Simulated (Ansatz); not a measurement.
Harmonic frequencies (cm⁻¹) at PBE0-D4/def2-TZVP from Ansatz: 58, 85, 134, 185, 244, 290, 419, 567, 602, 663, 676, 1184, 1214, 1399, 1648, 2710, 3038, 3401.

Each molecule was computed in one conformer, which needn't be the lowest.

Task: Which molecule is it?
A. `Cl[SiH]1CO1`
B. `[NH2][Ga]([F])[GeH3]`
C. `[AlH2][NH][SiH3]`
D. `N=[CH][Al]([SH])[Cl]`

Result: D.
